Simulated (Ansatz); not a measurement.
Li⁺ ··· AlCl3

The pair of Li⁺ (SMILES [Li+], atom 1) and AlCl3 (SMILES Cl[Al](Cl)Cl, atoms 2–5), both closed shells, in one local arrangement (a lower one may exist), relaxed at PBE0-D4/def2-TZVP:

```xyz
5
angstrom
Li 0.0691 -1.2034 -1.9372
Cl -0.0529 1.1064 -1.3766
Al -0.0212 0.3759 0.6052
Cl 0.0925 -1.7219 0.3855
Cl -0.0875 1.4430 2.3232
```

Computed with Ansatz 0.2.0 (basis: def2-TZVPPD, with def2-QZVPPD for the basis limit); correlated methods freeze the cores. The outer core shell of Li, Na, Mg and K is correlated. B3LYP uses VWN-RPA correlation. Extrapolation: Hartree–Fock as exp(−7.88 √X), correlation as X^−2.97. Interaction energies count from these two fragments, frozen as in the pair, with the counterpoise correction; negative means bound.

Task: What is the interaction energy by CCSD(T) at an estimated basis limit (MP2 extrapolated from triple and quadruple zeta, plus CCSD(T) − MP2 in triple zeta)? (Judge from chemistry; the value comes from the calculation.)

Result: Computed: -120.0 kJ/mol. Hartree–Fock alone gives -115.2 kJ/mol at the basis limit. It counts from the two fragments frozen as in the pair.

The same quantity by other methods in triple zeta, and each one's difference from that estimate:
```csv
method,E_int (kJ/mol),difference
PBE-D4,-126.0,-6.0
revPBE-D4,-123.0,-3.0
BLYP-D4,-125.4,-5.4
r2SCAN-D4,-115.7,4.3
B97M-V,-117.2,2.8
PBE0-D4,-124.9,-4.9
B3LYP-D4,-125.6,-5.6
HSE06-D4,-124.9,-4.9
wB97X-V,-120.5,-0.5
wB97M-V,-121.7,-1.7
B2PLYP,-120.4,-0.4
HF,-111.3,8.7
MP2,-112.4,7.6
CCSD,-112.7,7.3
CCSD(T),-112.5,7.5
```
Differences are method less estimate.

Energy to bend the free fragments (PBE0-D4 minima) into their shapes in the pair, CCSD(T)/def2-TZVPPD: AlCl3 16.5 kJ/mol. This must be added to the interaction energy to get the binding energy from relaxed fragments.

Basis-set superposition shift (counterpoise-corrected less uncorrected): CCSD(T) 3.1; MP2 2.8; HF 0.4; PBE0-D4 0.4; wB97M-V 0.4 kJ/mol.

No T1 diagnostic of these runs exceeds 0.009.

For scale, one of the runs: CCSD(T)/def2-TZVPPD, 223 basis functions (an equivalent command: `ansatz run in.yaml --threads 4`). The run took 16 s on 4 CPU threads (shared host), with 3.4 GiB of host memory at its peak.
